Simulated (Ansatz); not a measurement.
Molecule: sum formula AlOF, net charge 1, doublet state. 
Structure (B3LYP-D3(BJ)/def2-TZVP (Ansatz, a program for electronic structure) minimum search):
```xyz
3

Al     0.0000     0.0000    -0.0237
O      0.0000     0.0000    -1.7289
F      0.0000     0.0000     1.5710
```
Charge +1, spin multiplicity 2.

Parts of the frozen-core correlation energy in cc-pV(Q+d)Z (Ansatz, hartree). Frozen orbitals: 7; correlated occupied orbitals by spin: 8 and 7; virtual: 159 and 160. Open shells are spin-unrestricted. Spin-orbit coupling is left out. Non-relativistic.

| term | value |
|---|---|
| reference (HF) | -416.05601 |
| MP2 opposite-spin | -0.40080 |
| MP2 same-spin | -0.13135 |
| CCSD correlation | -0.53769 |
| (T) | -0.01799 |
| T1 diagnostic | 0.016 |
| largest doubles amplitude | 0.030 |
| <S^2> of the reference | 0.759 |
